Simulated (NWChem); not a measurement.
Species: InF cation, doublet; SMILES of the neutral closed-shell parent [F][In]

Results from NWChem. Spin-unrestricted. All runs use the structure optimised with PBE0/def2-SVP, spin-unrestricted. The spin multiplicity was typed, not searched, and may not be the lowest. No stability test was run on the SCF state. def2 effective core potentials on In; no spin-orbit coupling. Vertical excitations in the gas phase; the lowest state need not have the same character in each row. Excited states of an open shell can be spin-contaminated.

For level BHandHLYP/def2-SVP, TDA:

| Item | Value |
|---|---|
| lowest excitation (eV) | 2.32 |
| lowest state with f > 0.02 (eV) | 4.06 |
| oscillator strength of that bright state | 0.107 |
| lowest empty minus highest occupied level, either spin (eV) | 5.24 |

Question: How do the values read with level B3LYP/def2-SVP, TDA instead?

Answer: The lowest excitation (eV) is 1.77, the lowest state with f > 0.02 (eV) is 4.25 and the oscillator strength of that bright state comes out as 0.092. The lowest empty minus highest occupied level, either spin (eV) is 2.71.
